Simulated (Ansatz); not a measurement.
Q: Name a neutral molecule of B, C, S, Te and H with HOMO energy (PBE0/def2-TZVPP) between -6.75 and -6.45 eV and HOMO–LUMO gap (B3LYP/def2-TZVPP) between 4.70 and 5.00 eV (Ansatz, PBE0-D4/def2-TZVP geometry).

A: `CSB[TeH]` (-6.46 eV, 4.94 eV). Other molecules can fit too; these were computed, each in one conformer that needn't be the lowest.

B3LYP here is the variant with VWN-RPA as its local correlation; programs differ in this.
